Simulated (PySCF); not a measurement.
Delta-SCF ions had no search for a lower state. Excitations are Tamm–Dancoff values on a coarser integration grid. The basis has no diffuse functions, so Rydberg states are missing or too high.

# H$_{3}$InO$_{3}$, SMILES `[In]([OH])([OH])[OH]` (charge 0, multiplicity 1)

The numbers are results of M06-2X/def2-TZVP // B3LYP-D3(BJ)/def2-TZVP (PySCF 2.14.0), not measurements.

HOMO: -10.48 eV
dipole moment: 0.00 D
HOMO–LUMO gap: 9.25 eV
LUMO: -1.23 eV
S1 excitation (TDA): 5.53 eV
S1 oscillator strength: 0.000
brightest of the four lowest singlets (TDA): 6.28 eV
T1 excitation (TDA): 5.12 eV
S1–T1 gap (TDA): 0.41 eV
vertical ionisation energy (Delta-SCF): 11.44 eV
total energy: -417.6078 Ha
cost: roughly 10 core-minutes

```xyz
7

O      1.9585     0.3256     0.1122
In     0.0002     0.0000     0.0000
O     -0.6887    -1.8515    -0.2257
O     -1.2698     1.5257     0.1136
H      2.4626    -0.4931     0.0442
H     -1.6515    -1.8733    -0.2661
H     -0.8112     2.3666     0.2218
```
Charge 0, spin multiplicity 1.
